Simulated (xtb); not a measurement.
A geometry relaxed with GFN2-xTB run with xtb, charge 0, multiplicity 1:

```xyz
15

H      2.5110     1.3641    -0.5233
H     -0.1193    -0.8207    -1.3026
H      1.6754    -1.4409     0.3557
H      0.1778     0.8918    -0.9692
H     -0.5210     0.5357     1.3979
C      2.5963     0.3703    -0.1141
C     -0.8248    -0.1691     0.6206
C      1.5628    -0.4482    -0.0622
C     -2.2351     0.1645     0.1515
H     -2.9355     0.1184     0.9824
H     -2.2699     1.1665    -0.2711
H     -2.5609    -0.5396    -0.6116
H     -0.8131    -1.1703     1.0576
C      0.1846    -0.1078    -0.5301
H      3.5719     0.0853     0.2418
```

Q: Write the SMILES of this molecule.

A: `C=CCCC`
